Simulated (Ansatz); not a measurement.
C3H9PSi (`P[SiH2]C1CC1`), relaxed with RKS PBE-D4/def2-SVP in the Gaussian-basis code of Ansatz from a rough embedded geometry. The force threshold is 0.03 eV/Å; the program also tests the step.

The species carries charge 0 and has multiplicity 1.

Start:

```xyz
14

P     0.878   -2.006   -1.674
Si    0.618   -1.271    0.331
C    -0.611    0.136    0.234
C    -0.219    1.508   -0.140
C    -0.507    1.284    1.249
H    -0.516   -2.147   -2.061
H     1.037   -0.782   -2.338
H     1.892   -0.793    0.851
H     0.114   -2.408    1.217
H    -1.613   -0.198    0.002
H    -0.845    2.070   -0.782
H     0.863    1.657   -0.424
H     0.315    1.271    1.913
H    -1.406    1.678    1.621
```

**Question.** How much energy does the relaxation release, and in how many steps? (Best estimate.)

**Answer.** The calculation gave: 51.01 kJ/mol, in 5 steps, 1 of them rejected.

**Question.** Which bonds change most? (Best estimate.)

**Answer.** Ansatz gave: P1–Si2 from 2.151 to 2.284 Å; C4–C5 from 1.436 to 1.504 Å; Si2–H8 from 1.457 to 1.509 Å; C5–H14 from 1.050 to 1.102 Å.

**Question.** Give the relaxed structure. (An estimate is asked.)

**Answer.** The calculation gave: 
```xyz
14

P     0.954   -2.176   -1.776
Si    0.580   -1.267    0.285
C    -0.638    0.161    0.281
C    -0.182    1.547   -0.151
C    -0.521    1.294    1.292
H    -0.459   -2.261   -2.059
H     1.061   -0.873   -2.386
H     1.904   -0.751    0.792
H     0.120   -2.380    1.191
H    -1.667   -0.113   -0.010
H    -0.879    2.148   -0.756
H     0.878    1.694   -0.419
H     0.306    1.262    2.021
H    -1.456    1.714    1.695
```
